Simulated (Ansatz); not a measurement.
CH4Cl2Ge, SMILES `[CH3][GeH]([Cl])[Cl]` at its PBE0-D4/def2-TZVP geometry, where that method's forces vanish. Charge 0, multiplicity 1.

```xyz
8

C    -0.5961    0.9121    0.0984
Ge    0.5043   -0.6400   -0.2298
Cl   -0.7262   -2.3983   -0.1204
Cl    1.9761   -0.7884    1.3288
H     0.0225    1.8100    0.0790
H    -1.3686    0.9820   -0.6681
H    -1.0644    0.8157    1.0776
H     1.2523   -0.6931   -1.5655
```

(1) What forces (eV/Å) does ωB97M-V/def2-TZVPP give on these atoms in the Gaussian-basis code of Ansatz? (Best estimate.)

Answers

(1) Ansatz gave: 
```
C1  -0.002  0.006 -0.002
Ge2  0.044  0.050 -0.136
Cl3 -0.005 -0.007  0.012
Cl4 -0.002 -0.005  0.014
H5  -0.055 -0.062  0.004
H6   0.054  0.003  0.062
H7   0.033  0.009 -0.072
H8  -0.068  0.008  0.118
```
